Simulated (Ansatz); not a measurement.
Reaction (atomization): `C/C(Cl)=C\[SiH3]` → 3 C• + Cl• + 7 H• + Si•

Calculated with Ansatz (gas phase, PBE0-D4/def2-TZVP geometries, no zero-point term in ΔE). CCSD(T)/CBS is the MP2 limit (def2-TZVPP, def2-QZVPP) plus CCSD(T) − MP2 in def2-TZVPP, frozen cores. This one scheme is used for every species, atoms too. For atomizations the MP2-based limit and the directly extrapolated one differ by several kJ/mol either way, and by 10 to 25 for some Ge, Se and Sn compounds, so smaller differences from it don't rank the levels. Open shells (•) are unrestricted, without spin–orbit coupling. Spin–orbit coupling would lower the free atoms: a little for C, Cl, Si.

| species | CCSD(T)/CBS(def2) energy (Eh) |
| --- | --- |
| `C/C(Cl)=C\[SiH3]` | -867.20670 |
| C• | -37.79194 |
| Cl• | -459.70966 |
| H• | -0.50000 |
| Si• | -288.94402 |

(1) Work out ΔE.

Largest T1 diagnostic among the species: 0.012.

Results:

(1) ΔE = 7 × (-0.50000) + 3 × (-37.79194) + (-459.70966) + (-288.94402) − (-867.20670) = 1.67720 Eh = +1052.5 kcal/mol.

Leaving LDA and LC-ωPBE aside and taking each functional with its dispersion term where it has one, the values, not all of them listed here, spread over 42.9 kcal/mol, from BHLYP-D4 to PBE-D4. LDA lies +130.6 kcal/mol from PBE without D4, its usual overbinding. From PBE to PBE0 (25 % exact exchange), in def2-TZVPP and without D4, ΔE moves by −12.4 kcal/mol: exact exchange takes away binding that semilocal exchange gives to molecules.
